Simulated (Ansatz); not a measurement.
C₂H₇GaSi (`[CH2]1[SiH2][CH2][GaH]1`), 11 atoms. Total charge 0; spin multiplicity 1. Correlated methods include outer-core shells of Ga, which these sets cover unevenly. Scalar relativity is left out up to krypton. All runs use 4 threads of an Intel Xeon on a shared host. Correlated methods freeze the cores.

Q: Give the basis size and wall time and peak host memory of each of these runs in Ansatz. RKS PBE0-D4/def2-SVP energy; RHF-CCSD(T)/def2-TZVPP energy; RKS PBE-D4/def2-TZVPP energy and forces; RKS ωB97M-V/def2-QZVPP energy; RKS PBE0-D4/def2-TZVP frequencies; RKS SPW92 (LDA)/def2-TZVPP energy; RKS HSE06 (plane-wave form)-D4/def2-TZVPP energy; RKS ωB97M-V/def2-SVP energy; RKS ωB97X-V/def2-TZVPP energy; RHF-MP2/def2-QZVPP energy; direct RPA on PBE orbitals/def2-TZVPP energy; RKS PBE0-D4/def2-QZVPP energy. (Best estimate.)

A: Ansatz gave: Other jobs shared the machine, so times are rough.

```
                                    level                job  functions  wall time  peak host memory (GiB)
               RKS SPW92 (LDA)/def2-TZVPP             energy        250      1.2 s                    0.36
                     RKS PBE0-D4/def2-SVP             energy        113      1.3 s                    0.48
                    RKS PBE-D4/def2-TZVPP  energy and forces        250      2.3 s                    0.36
RKS HSE06 (plane-wave form)-D4/def2-TZVPP             energy        250        3 s                    0.77
                     RKS ωB97M-V/def2-SVP             energy        113        4 s                    0.48
    direct RPA on PBE orbitals/def2-TZVPP             energy        250      4.8 s                     0.7
                   RKS ωB97X-V/def2-TZVPP             energy        250        7 s                    0.88
                   RKS PBE0-D4/def2-QZVPP             energy        483      8.5 s                       2
                   RKS ωB97M-V/def2-QZVPP             energy        483       18 s                     2.4
                       RHF-MP2/def2-QZVPP             energy        483       19 s                     3.2
                   RHF-CCSD(T)/def2-TZVPP             energy        250       77 s                     5.1
                    RKS PBE0-D4/def2-TZVP        frequencies        189    2.1 min                     0.6
```
